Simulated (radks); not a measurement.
The iodine ion I5+, configuration [Kr] 4d10 5s2. Method: Dirac Kohn-Sham, PBE, spin-unpolarised, spherical densities, point nucleus; computed with a radial shooting solver on a logarithmic mesh with Libxc functionals.

Normalised radial functions P(r) = r R(r) (large component), r in bohr:

r           4p3/2    5s1/2    5p3/2
0.002905   0.0066   0.0656   0.0027
0.004404   0.0143   0.0881   0.0058
0.006675   0.0305   0.1123   0.0124
0.0102     0.0637   0.1315   0.0258
0.01546    0.1250   0.1303   0.0507
0.02344    0.2272   0.0872   0.0920
0.03582    0.3681  -0.0176   0.1490
0.05429    0.4778  -0.1555   0.1928
0.0823     0.3989  -0.2164   0.1592
0.1258    -0.0406  -0.0468  -0.0211
0.1906    -0.6170   0.2622  -0.2510
0.289     -0.5794   0.2388  -0.2132
0.4416     0.4442  -0.2901   0.2213
0.6694     1.2731  -0.4270   0.4284
1.015      0.9447   0.3228  -0.1122
1.551      0.2719   0.9029  -0.7763
2.351      0.0269   0.5748  -0.6895
3.563      0.0006   0.1172  -0.2098
5.445      0.0000   0.0048  -0.0149

4p3/2: eigenvalue -182.74 eV, 2 radial nodes at r = 0.122, 0.378 bohr, <r> = 0.798 bohr, 90 % of the charge inside 1.17 bohr. 5s1/2: eigenvalue -68.991 eV, 4 radial nodes at r = 0.0338, 0.134, 0.358, 0.875 bohr, <r> = 1.74 bohr, 90 % of the charge inside 2.48 bohr. 5p3/2 (empty): eigenvalue -54.948 eV, 3 radial nodes at r = 0.121, 0.365, 0.955 bohr, <r> = 1.98 bohr, 90 % of the charge inside 2.83 bohr.
